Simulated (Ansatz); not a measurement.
One change: `OCO[SiH2]S` becomes `COCO`.

Ansatz, PBE0-D4/def2-TZVP geometries, multiplicity 1. Each molecule was computed in one conformer, which needn't be the lowest.

```tsv
property	`OCO[SiH2]S`
size of the dipole moment (B3LYP/def2-TZVPP) / D	1.96
size of the dipole moment (ωB97M-V/def2-TZVPP) / D	1.97
LUMO energy (PBE0/def2-TZVPP) / eV	0.37
LUMO energy (PBE/def2-TZVPP) / eV	-0.55
HOMO energy (PBE0/def2-TZVPP) / eV	-7.60
HOMO energy (ωB97M-V/def2-TZVPP) / eV	-9.82
```

Question: Give the same properties after the change, and the shifts. (An estimate is asked.)

Answer: The calculation gave: 
```json
{"property": "size of the dipole moment (B3LYP/def2-TZVPP) / D", "`COCO`": "0.33", "shift": "-1.63"}
{"property": "size of the dipole moment (ωB97M-V/def2-TZVPP) / D", "`COCO`": "0.33", "shift": "-1.64"}
{"property": "LUMO energy (PBE0/def2-TZVPP) / eV", "`COCO`": "1.23", "shift": "0.86"}
{"property": "LUMO energy (PBE/def2-TZVPP) / eV", "`COCO`": "0.34", "shift": "0.89"}
{"property": "HOMO energy (PBE0/def2-TZVPP) / eV", "`COCO`": "-7.90", "shift": "-0.30"}
{"property": "HOMO energy (ωB97M-V/def2-TZVPP) / eV", "`COCO`": "-10.34", "shift": "-0.52"}
```

With PBE0 the HOMO falls by 0.30 eV and the LUMO rises by 0.86 eV, so the gap widens by about 1.16 eV. PBE moves the HOMO by 0.08 eV and ωB97M-V by -0.52 eV. Dipoles are sizes alone; their direction can turn.

B3LYP here is the variant with VWN-RPA as its local correlation; programs differ in this.
